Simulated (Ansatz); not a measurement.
PbS₂. Charge 0, multiplicity 1. Geometry PBE-D4/def2-TZVP; atoms count from 1.

```xyz
3

Pb   -1.224    1.849   -0.138
S     0.075   -0.113    0.008
S     1.149   -1.735    0.130
```

In the def2 sets Pb takes a core potential; there is no spin–orbit coupling. The restricted singlet is unstable towards broken spin symmetry in Hartree–Fock (as tested in another run); at PBE0-D4/def2-TZVP this wasn't settled. Another isomer (singlet) lies 1.41 eV lower at PBE0-D4/def2-TZVP; other spin states weren't run for this one.

Estimate the Mulliken populations from the PBE0/def2-TZVP orbitals of Ansatz.


| atom | charge (e) |
| --- | --- |
| Pb1 | 0.40 |
| S2 | -0.12 |
| S3 | -0.28 |
Mulliken values and Mayer orders depend strongly on the basis.

And the Mayer bond orders between bonded heavy atoms (over 0.3)?

Pb1–S2 1.69 (2.36 Å); S2–S3 1.35 (1.95 Å). Values over 0.3 also appear between atoms too far apart for a bond (Pb1–S3 0.70 at 4.31 Å); they arise where an orbital or an unpaired electron spreads over both atoms.
